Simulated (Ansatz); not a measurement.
`[Cl][SnH2][Cl]` and `C[S][SnH]([Cl])[Cl]` differ in one atom or group.

Ansatz, PBE0-D4/def2-TZVP geometries, multiplicity 1. Each molecule was computed in one conformer, which needn't be the lowest.

Elements past krypton have def2 core potentials.

```
                             property  `[Cl][SnH2][Cl]`
  LUMO energy (B3LYP/def2-TZVPP) / eV             -1.68
 HOMO–LUMO gap (PBE0/def2-TZVPP) / eV              7.57
HOMO energy (ωB97M-V/def2-TZVPP) / eV            -11.15
  HOMO energy (B3LYP/def2-TZVPP) / eV             -8.68
HOMO–LUMO gap (B3LYP/def2-TZVPP) / eV              7.00
    HOMO energy (PBE/def2-TZVPP) / eV             -7.58
```

**Question.** What does the change do to each property? (An estimate is asked.)

**Answer.** The calculation gave: 
```
                             property  `C[S][SnH]([Cl])[Cl]`  shift
  LUMO energy (B3LYP/def2-TZVPP) / eV                  -2.10  -0.42
 HOMO–LUMO gap (PBE0/def2-TZVPP) / eV                   5.72  -1.85
HOMO energy (ωB97M-V/def2-TZVPP) / eV                  -9.71   1.44
  HOMO energy (B3LYP/def2-TZVPP) / eV                  -7.28   1.40
HOMO–LUMO gap (B3LYP/def2-TZVPP) / eV                   5.18  -1.82
    HOMO energy (PBE/def2-TZVPP) / eV                  -6.29   1.29
```

With PBE0 the HOMO rises by 1.42 eV and the LUMO falls by 0.44 eV, so the gap narrows by about 1.86 eV. PBE moves the HOMO by 1.29 eV and ωB97M-V by 1.44 eV.

B3LYP here is the variant with VWN-RPA as its local correlation; programs differ in this.
